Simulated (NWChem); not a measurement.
System meant: ZnH, doublet; SMILES [ZnH]

Here is an NWChem input.

```
start job
memory heap 200 mb stack 900 mb global 1100 mb
geometry units angstroms noautoz
  Zn     0.000000     0.000000     0.019871
  H      0.000000     0.000000    -1.614066
end
basis spherical
  * library def2-svp
end
dft
  odft
  mult 3
  xc pbe0
  iterations 150
  mulliken
end
task dft energy
```

End of the output:

```
 Summary of "ao basis" -> "" (spherical)
 ------------------------------------------------------------------------------
       Tag                 Description            Shells   Functions and Types
 ---------------- ------------------------------  ------  ---------------------
 *                          def2-svp                  on all atoms

                                 NWChem DFT Module
                                 -----------------

 Summary of "ao basis" -> "ao basis" (spherical)
 ------------------------------------------------------------------------------
       Tag                 Description            Shells   Functions and Types
 ---------------- ------------------------------  ------  ---------------------
 Zn                         def2-svp                11       31   5s3p2d1f
 H                          def2-svp                 3        5   2s1p

 Summary of "ao basis" -> "ao basis" (spherical)
 ------------------------------------------------------------------------------
       Tag                 Description            Shells   Functions and Types
 ---------------- ------------------------------  ------  ---------------------
 Zn                         def2-svp                11       31   5s3p2d1f
 H                          def2-svp                 3        5   2s1p

      Symmetry analysis of basis
      --------------------------

        a1         14
        a2          0
        b1          3
        b2          3
        e          16

  number of electrons :                   31
  multiplicity        :                    3
 ------------------------------------------------------------------------
  no. of electrons and multiplicity not compatible                  31
 ------------------------------------------------------------------------
 ------------------------------------------------------------------------
  current input line :
    17: task dft energy
 ------------------------------------------------------------------------
 ------------------------------------------------------------------------
 There is an error in the input file
 ------------------------------------------------------------------------
 For more information see the NWChem manual at https://nwchemgit.github.io

0: no. of electrons and multiplicity not compatible:Received an Error in Communication
```

Can this run be used? If not, why, and what is the fix?

The input was rejected before any calculation. Cause: the multiplicity doesn't fit the number of electrons (an even count wants an odd multiplicity, and the reverse). This input runs:
```
start job
memory heap 200 mb stack 900 mb global 1100 mb
geometry units angstroms noautoz
  Zn     0.000000     0.000000     0.019871
  H      0.000000     0.000000    -1.614066
end
basis spherical
  * library def2-svp
end
dft
  odft
  mult 2
  xc pbe0
  iterations 150
  mulliken
end
task dft energy
```
It converges to -1779.41748 Ha (PBE0/def2-SVP, spin-unrestricted).
